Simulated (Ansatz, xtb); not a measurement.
**C4H7BOS: which of two isomers lies lower**

Structure X is `C=CB1OCCS1`, a singlet and structure Y is `CCB1OC=CS1`, a singlet. Both are isolated molecules in the gas phase, relaxed with B3LYP/def2-SVP; each stands in its lowest conformer found.

Q: Estimate E(Y) − E(X) at the level CCSD(T)/def2-SVP + ΔMP2/def2-TZVPP.

A: Calculated at CCSD(T)/def2-SVP + ΔMP2/def2-TZVPP: E(Y) − E(X) = −7.1 kcal/mol, so structure Y lies lower.

The same difference at several levels:

```
                             level        geometry  E(Y) − E(X) (kcal/mol)  departure from the last row (kcal/mol)  job, with rough time for the two
                          GFN2-xTB        GFN2-xTB                     −14.7                                    −7.5              optimisation, 0.28 s
                         HF/STO-3G        GFN2-xTB                     −13.1                                    −5.9              single point, 0.36 s
                r2SCAN-D4/def2-SVP        GFN2-xTB                     −10.5                                    −3.3               single point, 3.6 s
                    B3LYP/def2-SVP  B3LYP/def2-SVP                      −8.8                                    −1.6                optimisation, 38 s
                       HF/def2-SVP  B3LYP/def2-SVP                      −4.3                                    +2.8           part of the CCSD(T) run
                      MP2/def2-SVP  B3LYP/def2-SVP                     −10.3                                    −3.2           part of the CCSD(T) run
                  CCSD(T)/def2-SVP  B3LYP/def2-SVP                      −8.6                                    −1.5                      single point
CCSD(T)/def2-SVP + ΔMP2/def2-TZVPP  B3LYP/def2-SVP                      −7.1                                                        single point, 52 s
```

As drawn, both hold the same kinds of bond in the same numbers. Structure X has 0 methyl groups, Y 1.

None of the levels shown reverses the order. The largest departure from CCSD(T)/def2-SVP + ΔMP2/def2-TZVPP is that of GFN2-xTB, 7.5 kcal/mol. The last row adds to CCSD(T) the change of the MP2 difference between the two basis sets, here +1.5 kcal/mol.

With thermal terms from frequencies at re-optimised GFN2-xTB minima (ideal gas, soft modes damped towards free rotors, one conformer each, 298.15 K, 1 atm): the zero-point term adds +0.3 kcal/mol; ΔH is −6.8 and ΔG −6.6 kcal/mol.

The correlated steps freeze 11 core orbitals. Programs: Ansatz 0.2.0, xtb 6.7.1; the last row on 4 threads of Arm Neoverse V1 on a shared host.
